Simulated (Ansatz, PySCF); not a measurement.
This Ansatz (a first-principles code) input computes a BLYP/def2-TZVPD energy:

Ansatz 0.2 input:
```yaml
crystal:
  periodic: [false, false, false]
  atoms:
    - {symbol: Ba, position_ang: [-0.00000000, -0.00000000, -0.28999881]}
    - {symbol: F, position_ang: [0.00000000, 0.00000000, 1.80443702]}
basis:
  gaussian:
    orbitals: def2-TZVPD
hamiltonian:
  xc: {name: BLYP}
total_charge: 1
output: {forces: true}
```

Problem. Write an input for the same energy in PySCF and say what it gives.

Solution. 
```python
from pyscf import gto, scf, dft

mol = gto.M(
    atom='''
    Ba   -0.00000000   -0.00000000   -0.28999881
    F     0.00000000    0.00000000    1.80443702
    ''',
    basis='def2-tzvpd',
    ecp='def2-tzvp',
    charge=1,
    spin=0,
    verbose=4,
)

mf = dft.RKS(mol, xc='blyp').density_fit(auxbasis='def2-universal-jkfit')
mf.grids.level = 3
mf.conv_tol = 1e-9
mf.max_cycle = 100
mf.max_memory = 1500
mf.kernel()
if not mf.converged:
    mf = mf.newton()
    mf.kernel(mf.make_rdm1())
mf.analyze()
```
It gives -125.23257 Eh, and Ansatz -125.24026 Eh, a difference of 7.69 mEh. That is more than fitting and grids explain: the two runs ended on different electronic states or use different definitions.
